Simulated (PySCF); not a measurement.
# `C1=C\CC/C=C\CC/1`: 4 charge schemes on one density

Species: C₈H₁₂.
Geometry (PBE0-D3(BJ)/def2-SVP, Å), atoms numbered from 1 in this order:
```xyz
20
C8H12 angstrom
C      0.727    1.477   -0.817
C     -0.587    1.646   -0.629
C     -1.450    0.942    0.381
C     -1.689   -0.558    0.071
C     -0.787   -1.491    0.830
C      0.527   -1.663    0.644
C      1.388   -0.957   -0.367
C      1.627    0.543   -0.057
H      1.196    2.053   -1.623
H     -1.100    2.350   -1.295
H     -2.421    1.457    0.431
H     -1.005    1.027    1.388
H     -2.733   -0.811    0.308
H     -1.574   -0.716   -1.016
H     -1.256   -2.067    1.636
H      1.039   -2.366    1.310
H      2.359   -1.472   -0.417
H      0.944   -1.043   -1.374
H      1.513    0.701    1.029
H      2.671    0.796   -0.295
```

Density: PBE0/pcSseg-1 (PySCF); schemes: Mulliken, IAO, Hirshfeld and ESP-fitted. The structure is a single PBE0-D3(BJ)/def2-SVP conformer in the gas phase; no vibrational or solvent corrections.

Do the Mulliken, IAO, Hirshfeld and ESP-fitted schemes agree on where the charge is highest?

The schemes don't all agree: Mulliken H12, H14, H18 and H19 (+0.134); IAO H12, H14, H18 and H19 (+0.141); Hirshfeld H11, H13, H17 and H20 (+0.040); ESP-fitted H16 (+0.149).

At which atom do the 4 schemes differ most?

At C3: from -0.264 (IAO) to +0.003 e (ESP-fitted), 0.267 e apart.

Tabulate the Mulliken, IAO, Hirshfeld and ESP-fitted charges.

In e:

| atom | environment | Mulliken | IAO | Hirshfeld | ESP-fitted |
| --- | --- | --- | --- | --- | --- |
| C1 | alkene CH carbon | -0.181 | -0.154 | -0.049 | -0.258 |
| C2 | alkene CH carbon | -0.181 | -0.154 | -0.049 | -0.261 |
| C3 | allylic carbon | -0.178 | -0.264 | -0.065 | +0.003 |
| C4 | allylic carbon | -0.178 | -0.264 | -0.065 | -0.015 |
| C5 | alkene CH carbon | -0.181 | -0.154 | -0.049 | -0.251 |
| C6 | alkene CH carbon | -0.181 | -0.154 | -0.049 | -0.274 |
| C7 | allylic carbon | -0.179 | -0.264 | -0.065 | -0.016 |
| C8 | allylic carbon | -0.179 | -0.264 | -0.065 | -0.044 |
| H9 | vinylic hydrogen | +0.101 | +0.138 | +0.039 | +0.144 |
| H10 | vinylic hydrogen | +0.101 | +0.138 | +0.039 | +0.143 |
| H11 | methylene hydrogen | +0.125 | +0.139 | +0.040 | +0.040 |
| H12 | methylene hydrogen | +0.134 | +0.141 | +0.036 | +0.080 |
| H13 | methylene hydrogen | +0.125 | +0.139 | +0.040 | +0.044 |
| H14 | methylene hydrogen | +0.134 | +0.141 | +0.036 | +0.083 |
| H15 | vinylic hydrogen | +0.101 | +0.138 | +0.039 | +0.142 |
| H16 | vinylic hydrogen | +0.101 | +0.138 | +0.039 | +0.149 |
| H17 | methylene hydrogen | +0.125 | +0.139 | +0.040 | +0.046 |
| H18 | methylene hydrogen | +0.134 | +0.141 | +0.036 | +0.096 |
| H19 | methylene hydrogen | +0.134 | +0.141 | +0.036 | +0.096 |
| H20 | methylene hydrogen | +0.125 | +0.139 | +0.040 | +0.053 |

Mean size of the charges over all atoms: IAO 0.167 e, Mulliken 0.144 e, ESP-fitted 0.112 e, Hirshfeld 0.046 e. Each set sums to the total charge, 0, to within 0.001 e. The Mulliken scheme gives each basis function's population to the atom it is centred on and halves the overlap population of two atoms between them.

Sum the charges by element.

| element | atoms | Mulliken | IAO | Hirshfeld | ESP-fitted |
| --- | --- | --- | --- | --- | --- |
| C | 8 | -1.438 | -1.672 | -0.458 | -1.116 |
| H | 12 | +1.438 | +1.672 | +0.459 | +1.116 |

How many electrons does the ESP-fitted scheme count on C3?

Z − q = 6 − (+0.003) = 5.997.
